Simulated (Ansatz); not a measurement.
Isomers of C$_{2}$H$_{7}$BO, relaxed with PBE0-D4/def2-TZVP in Ansatz; electronic energies, one conformer each and not always the lowest. Functionals use def2-TZVPP; CBS adds triple-zeta CCSD(T) − MP2 to the MP2 limit of def2-TZVPP and def2-QZVPP.

(1) Order them by energy at frozen-core CCSD(T)/CBS, lowest first. (Best estimate.)
A. `CB(C)O`
B. `BCOC`
C. `BOCC`
D. `CBOC`

(2) How do MP2/CBS(def2), PBE-D4, HF/CBS(def2), B2PLYP place them (kJ/mol, against `CB(C)O`)? (An estimate is asked.)

## Answers

(1) A (0.0 kJ/mol), D (97.8 kJ/mol), C (135.4 kJ/mol), B (338.3 kJ/mol).

(2) The calculation gave: 
```csv
isomer,MP2/CBS(def2),PBE-D4,HF/CBS(def2),B2PLYP
`BOCC`,141.2,137.3,119.0,131.7
`CBOC`,103.1,95.9,83.4,92.6
`BCOC`,348.7,332.2,315.3,333.7
```
